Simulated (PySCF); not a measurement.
C$_{2}$H$_{4}$Cl, doublet, at a GFN2-xTB geometry; PySCF with HF/aug-cc-pVDZ.

Input for PySCF:
```python
from pyscf import gto, scf

mol = gto.Mole()
mol.atom = '''
    C     0.04677316    0.70471225   -0.20454313
    C     1.51515190    0.66822849   -0.06284299
    Cl   -0.86044375   -0.68577280    0.14716918
    H    -0.45045613    1.44149208   -0.80844228
    H     1.90236896    1.68339302    0.00115825
    H     1.80467594    0.11434297    0.82910532
    H     1.99940461    0.18126514   -0.91938050
'''
mol.basis = 'aug-cc-pvdz'
mol.spin = 1
mol.verbose = 4
mol.build()

mf = scf.UHF(mol)
mf.kernel()
```

Question: What does PySCF print? Leave out banner, timings and long lists.

Answer: 
```
PySCF version 2.14.0

[INPUT] verbose = 4
[INPUT] num. atoms = 7
[INPUT] num. electrons = 33
[INPUT] charge = 0
[INPUT] spin (= nelec alpha-beta = 2S) = 1
[INPUT] symmetry False subgroup None
[INPUT] Mole.unit = angstrom
[INPUT] Symbol           X                Y                Z      unit          X                Y                Z       unit  Magmom
[INPUT]  1 C      0.046773160000   0.704712250000  -0.204543130000 AA    0.088388462380   1.331713149126  -0.386530496361 Bohr   0.0
[INPUT]  2 C      1.515151900000   0.668228490000  -0.062842990000 AA    2.863222128114   1.262768834732  -0.118756039949 Bohr   0.0
[INPUT]  3 Cl    -0.860443750000  -0.685772800000   0.147169180000 AA   -1.626003033094  -1.295922775676   0.278109444177 Bohr   0.0
[INPUT]  4 H     -0.450456130000   1.441492080000  -0.808442280000 AA   -0.851238716831   2.724025241930  -1.527734496719 Bohr   0.0
[INPUT]  5 H      1.902368960000   1.683393020000   0.001158250000 AA    3.594956322274   3.181151767804   0.002188775284 Bohr   0.0
[INPUT]  6 H      1.804675940000   0.114342970000   0.829105320000 AA    3.410343270192   0.216076897569   1.566781983220 Bohr   0.0
[INPUT]  7 H      1.999404610000   0.181265140000  -0.919380500000 AA    3.778327125093   0.342541470531  -1.737377349266 Bohr   0.0

nuclear repulsion = 95.6930690923866
number of shells = 44
number of NR pGTOs = 164
number of NR cGTOs = 109
basis = aug-cc-pvdz
ecp = {}

******** <class 'pyscf.scf.uhf.UHF'> ********
method = UHF
initial guess = minao
damping factor = 0
level_shift factor = 0
DIIS = <class 'pyscf.scf.diis.CDIIS'>
diis_start_cycle = 1
diis_space = 8
diis_damp = 0
SCF conv_tol = 1e-09
SCF conv_tol_grad = None
SCF max_cycles = 50
direct_scf = True
direct_scf_tol = 1e-13
number electrons alpha = 17  beta = 16
Set gradient conv threshold to 3.16228e-05
init E= -537.87689370314

cycle= 1 E= -537.475918691451  delta_E= 0.401  |g|= 0.264  |ddm|= 2.28
cycle= 2 E= -537.5216137657  delta_E= -0.0457  |g|= 0.136  |ddm|= 0.536
cycle= 3 E= -537.532694013104  delta_E= -0.0111  |g|= 0.0397  |ddm|= 0.17
cycle= 4 E= -537.534856985139  delta_E= -0.00216  |g|= 0.0124  |ddm|= 0.137
cycle= 5 E= -537.535152801661  delta_E= -0.000296  |g|= 0.00569  |ddm|= 0.0473
cycle= 6 E= -537.535221637237  delta_E= -6.88e-05  |g|= 0.00228  |ddm|= 0.0227
cycle= 7 E= -537.535232956508  delta_E= -1.13e-05  |g|= 0.000857  |ddm|= 0.00852
cycle= 8 E= -537.535234506626  delta_E= -1.55e-06  |g|= 0.00034  |ddm|= 0.00273
cycle= 9 E= -537.535234759535  delta_E= -2.53e-07  |g|= 0.00014  |ddm|= 0.00114
cycle= 10 E= -537.53523480046  delta_E= -4.09e-08  |g|= 5.25e-05  |ddm|= 0.000508
cycle= 11 E= -537.535234806472  delta_E= -6.01e-09  |g|= 1.61e-05  |ddm|= 0.000229
cycle= 12 E= -537.535234806996  delta_E= -5.24e-10  |g|= 5.59e-06  |ddm|= 6.27e-05
Extra cycle  E= -537.535234807035  delta_E= -3.94e-11  |g|= 3.33e-06  |ddm|= 1.18e-05
converged SCF energy = -537.535234807035  <S^2> = 0.76605659  2S+1 = 2.0159927
```
